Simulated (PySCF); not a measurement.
Pb(I)2 anion (I2Pb), SMILES [I][Pb][I] (connectivity only; charge and spin as stated), charge -1, multiplicity 2.

The structure is a stationary point at r2SCAN-D4/def2-SVPD. The spin state was assumed, not searched. The isomer is the one that the SMILES or the coordinates give; other isomers of the formula were not compared. The def2 effective core potentials stand for the cores of I, Pb; spin–orbit coupling is left out.

Computed with PySCF with PBE/def2-TZVPD.

The molecule is in vacuum. A positive occupied level means that this level leaves the electron formally unbound; only the finite basis holds it.

```
Item                                                                  Value
------------------------------------------------  -------------------------
total energy                                             -788.49434 hartree
point group                                                             C2v
α spin, highest occupied and lowest empty level            0.31 and 1.36 eV
β spin, highest occupied and lowest empty level           -1.95 and 1.26 eV
dipole moment about the centre of nuclear charge                     3.15 D
mean static polarisability                           181.2 bohr³ (26.85 Å³)
polarisability, principal values                  156.8, 165.7, 221.1 bohr³
⟨S²⟩                                                0.753 (pure state 0.75)
```
